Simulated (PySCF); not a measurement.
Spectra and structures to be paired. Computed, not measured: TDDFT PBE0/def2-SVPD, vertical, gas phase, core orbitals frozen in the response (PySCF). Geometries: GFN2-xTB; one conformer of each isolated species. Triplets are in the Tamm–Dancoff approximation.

A. `C=C(C)[C@@H]1[C@@H]2C[C@@H]21`
B. `OC[C@@]12C=C[C@H]3[C@@H]1[C@]32F`
C. `CC(C)(C#N)CCl`
D. `C#C/C=C/C(=O)O`

Lowest singlet levels (six at most, fewer where fewer were computed) with oscillator strengths:

1. 172 nm (f 0.002); 170 nm (f 0.012); 162 nm (f 0.001); 152 nm (f 0.000); 152 nm (f 0.007); 152 nm (f 0.007); T1 6.37 eV
2. 284 nm (f 0.000); 262 nm (f 0.000); 249 nm (f 0.464); 196 nm (f 0.021); 190 nm (f 0.000); 175 nm (f 0.197); T1 2.91 eV
3. 212 nm (f 0.041); 206 nm (f 0.030); 192 nm (f 0.013); 182 nm (f 0.004); 179 nm (f 0.013); 175 nm (f 0.015); T1 3.76 eV
4. 197 nm (f 0.007); 180 nm (f 0.082); 178 nm (f 0.096); 177 nm (f 0.037); 168 nm (f 0.033); 166 nm (f 0.015); T1 4.36 eV

**Question.** Match each spectrum to its molecule.

**Answer.** 1 = C, 2 = D, 3 = B, 4 = A.
- A: S1 at 6.29 eV, HOMO-1→LUMO (97%); Löwdin shares by element: HOMO carbon 81% or more (atoms not listed hold the other 19%); LUMO carbon 54% or more, hydrogen 13% or more (atoms not listed hold the other 33%); HOMO -7.09 and LUMO 0.41 eV.
- B: S1 at 5.86 eV, HOMO→LUMO (67%), HOMO-1→LUMO (30%); Löwdin shares by element: HOMO carbon 76% or more (atoms not listed hold the other 24%); LUMO carbon 71% or more (atoms not listed hold the other 29%); HOMO -6.98 and LUMO -0.26 eV.
- C: S1 at 7.22 eV, HOMO→LUMO (96%); Löwdin shares by element: HOMO (one of a set within 0.03 eV) chlorine 74%, carbon 12% or more; LUMO chlorine 39%, carbon 28% or more, nitrogen 15% (atoms not listed hold the other 17%); HOMO -8.94 and LUMO -0.17 eV; point group Cs, 1 of its 6 listed states under f = 0.0005.
- D: S1 at 4.36 eV, HOMO-1→LUMO (97%); Löwdin shares by element: HOMO carbon 83% or more (atoms not listed hold the other 17%); LUMO carbon 68% or more (atoms not listed hold the other 31%); HOMO -7.71 and LUMO -2.33 eV; point group Cs, 3 of its 6 listed states under f = 0.0005.
